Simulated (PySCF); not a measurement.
C5H8O3, SMILES C(O)COC(C=C)=O.

Coordinates come from a PBE0-D3(BJ)/def2-SVP optimisation. One conformer was computed; it need not be the lowest.

Calculation: PySCF with CAM-B3LYP/def2-TZVP.

Gas-phase values at a fixed geometry.

```yaml
total_energy: -420.98658 hartree
highest_occupied_level: -9.50 eV
lowest_empty_level: -0.33 eV
orbital_gap: 9.17 eV
dipole_moment: 3.10 D
quadrupole, principal values (traceless, Buckingham form, about the centre of nuclear charge): -9.80, -4.13, 13.93 D·Å
```
